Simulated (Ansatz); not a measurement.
`BCBO` + `COC#N` → `BCOC#N` + `CBO`  (formal exchange of groups at a B–C bond)

Gas-phase electronic energies from Ansatz, PBE0-D4/def2-TZVP geometries. CCSD(T)/CBS is the MP2 limit (def2-TZVPP, def2-QZVPP) plus CCSD(T) − MP2 in def2-TZVPP, frozen cores. Functionals use def2-TZVPP. B3LYP here is the variant with VWN-RPA as its local correlation; programs differ in this. One conformer a species, not always the lowest.

```json
{"level": "B2PLYP", "ΔE (eV)": "0.08"}
{"level": "B3LYP", "ΔE (eV)": "0.06"}
```

What does CCSD(T)/CBS give? (An estimate is asked.)

The calculation gave: +0.10 eV. The listed levels differ from it by -0.02, -0.04 eV.

What do rigid-rotor, harmonic-oscillator terms from PBE0-D4/def2-TZVP frequencies (298.15 K, 1 bar) make of the CCSD(T)/CBS value? (Best estimate.)

The calculation gave: ΔZPE = -0.05 eV, ΔH = +0.06 eV, ΔS = -2 J/(mol·K), ΔG = +0.07 eV.

Largest T1 diagnostic among the species: 0.014.

In def2-TZVPP, CCSD(T) changes the Hartree–Fock value by +0.07 eV (the triples alone add +0.01 eV) and MP2 by +0.08 eV. Leaving LDA and LC-ωPBE aside and taking each functional with its dispersion term where it has one, the values, not all of them listed here, spread over 0.05 eV, from CAM-B3LYP-D4 to revPBE-D4.
